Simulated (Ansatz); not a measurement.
Relaxation of C4H12Cl2N2Si (21 atoms, charge 0, multiplicity 1), to a largest force component of 0.02 eV/Å in at most 40 steps.

These are results of RKS PBE-D4/STO-3G (Ansatz), not measurements.

```xyz
21
Properties=species:S:1:pos:R:3
Si 0.000 0.000 0.000
N 0.000 0.000 1.820
C -1.216 -0.376 2.555
H -1.864 -1.000 1.905
H -0.938 -0.953 3.461
H -1.766 0.540 2.855
C 1.216 0.376 2.555
H 1.464 -0.416 3.292
H 2.058 0.494 1.842
H 1.046 1.335 3.087
Cl 2.009 0.000 -0.709
N -0.857 1.485 -0.606
C -2.272 1.409 -0.998
H -2.825 0.778 -0.270
H -2.709 2.429 -1.010
H -2.352 0.961 -2.011
C -0.135 2.762 -0.704
H -0.244 3.171 -1.730
H -0.557 3.483 0.028
H 0.940 2.598 -0.483
Cl -1.003 -1.738 -0.709
```

Where does it end, and by what steps?

It converged. Limits of this set-up: minimal basis. After 22 steps the energy has fallen by 0.832 eV; H4 moved furthest, 2.04 Å.

```
step  energy less start (eV)  largest force component (eV/Å)  accepted
   0                  0.0000                           3.471       yes
   1                 -0.3686                           1.250       yes
   2                 -0.4445                           0.200       yes
   3                 -0.4619                           0.236       yes
   4                 -0.4779                           0.478       yes
   5                 -0.5130                           0.126       yes
   6                 -0.5437                           0.108       yes
   7                 -0.5700                           0.312       yes
   8                 -0.5976                           0.419       yes
   9                 -0.6375                           0.337       yes
  10                 -0.6804                           0.225       yes
  11                 -0.7260                           0.220       yes
  12                 -0.7582                           0.290       yes
  13                 -0.7842                           0.317       yes
  14                 -0.8051                           0.319       yes
  15                 -0.8183                           0.270       yes
  16                 -0.8164                           0.402        no
  17                 -0.8289                           0.049       yes
  18                 -0.8312                           0.031       yes
  19                 -0.8320                           0.037       yes
  20                 -0.8322                           0.024       yes
  21                 -0.8321                           0.032        no
  22                 -0.8323                           0.005       yes
```

```xyz
21
Properties=species:S:1:pos:R:3
Si -0.119 0.114 0.134
N 0.285 0.469 1.798
C -0.880 0.511 2.749
H -1.736 1.009 2.248
H -1.204 -0.502 3.087
H -0.595 1.100 3.647
C 1.475 -0.212 2.409
H 1.260 -1.257 2.737
H 2.299 -0.231 1.666
H 1.806 0.367 3.299
Cl 1.735 0.121 -0.924
N -1.297 1.310 -0.354
C -2.049 1.101 -1.636
H -2.325 0.030 -1.721
H -2.978 1.711 -1.615
H -1.463 1.395 -2.539
C -0.871 2.743 -0.185
H -0.230 3.108 -1.023
H -1.774 3.388 -0.137
H -0.306 2.841 0.765
Cl -1.037 -1.779 -0.235
```

Whether the end is a true minimum wasn't checked by a vibrational analysis.

The run took 100 s on 1 thread of Intel(R) Xeon(R) Platinum 8559C (Emerald Rapids), with other jobs on the host, peak memory 0.21 GiB.
